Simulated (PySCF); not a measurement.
# S²⁺: ionisation energy

S²⁺ [Ne] 3s2 3p2 (3P) → S³⁺ [Ne] 3s2 3p1 (2P), as a difference of total energies. Computed with PySCF 2.14 in aug-cc-pCVQZ-DK (10s9p7d5f3g, 134 functions), with scalar relativity by spin-free X2C-1e. Correlated levels: valence: [Ne] frozen; valence and next inner shell: 1s2 frozen; nothing frozen. The calculations carry no spin-orbit coupling.

| method | ionisation energy (eV) |
| --- | --- |
| UHF | 34.151 |
| LDA | 34.870 |
| PBE | 34.825 |
| PBE0 | 34.867 |
| r2SCAN | 35.016 |
| M06-2X | 34.644 |
| PBEsol | 34.778 |
| r2SCAN0 | 34.991 |
| MP2 (valence) | 34.679 |
| SCS-MP2 (valence) | 34.582 |
| MP2 (valence and next inner shell) | 34.739 |
| SCS-MP2 (valence and next inner shell) | 34.635 |
| MP2 (all electrons) | 34.743 |
| SCS-MP2 (all electrons) | 34.638 |

**Question.** How much does correlation contribute at MP2 (all electrons)?

**Answer.** 34.743 − (34.151) = 0.592 eV, measured against UHF.

A first-order spin-orbit estimate (lowest level to lowest level, LS coupling) adds -0.009 eV.

For comparison: 34.86 ± 0.04 eV (semi-empirical (NIST evaluation); NIST Atomic Spectra Database, ionization energies).
